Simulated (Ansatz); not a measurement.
Consider the formal exchange of groups at the Nb–O bond: `C[O][Nb](=[O])([O]C)[O]C` + `N=CCl` → `C[O][Nb](=[O])([Cl])[O]C` + `COC=N`.

Program: Ansatz. Geometries: PBE0-D4/def2-TZVP. ΔE: electronic, gas phase. CCSD(T)/CBS adds triple-zeta CCSD(T) − MP2 to the extrapolated MP2 energy (def2 sets, frozen cores). This one scheme is used for every species. Functionals use def2-TZVPP. def2 core potentials past Kr. For Nb outer-core shells are correlated without core-valence functions, which leaves a few kJ/mol of doubt a bond. Each species was taken in one conformer, which may not be the lowest.

Task: Is it downhill or uphill in electronic energy at CCSD(T)/CBS, and by how much? (An estimate is asked.)

Result: The calculation gave: Downhill: ΔE = -82.5 kJ/mol.

Task: What do these levels give: BHLYP-D4, ωB97M-V, CAM-B3LYP, CCSD/def2-SVP, MP2/def2-TZVPP, MP2/CBS(def2)? (An estimate is asked.)

Result: Computed: BHLYP-D4 -86.0, ωB97M-V -83.2, CAM-B3LYP -81.4, CCSD/def2-SVP -80.4, MP2/def2-TZVPP -89.9, MP2/CBS(def2) -90.2 kJ/mol.

Largest T1 diagnostic among the species: 0.020, so the coupled-cluster value is less sure than usual.

From r2SCAN to r2SCAN0 (25 % exact exchange), in def2-TZVPP and without D4, ΔE moves by −3.1 kJ/mol. Leaving LDA and LC-ωPBE aside and taking each functional with its dispersion term where it has one, the values, not all of them listed here, spread over 17.4 kJ/mol, from PBE-QIDH to BLYP-D4. LDA lies −8.9 kJ/mol from PBE without D4.
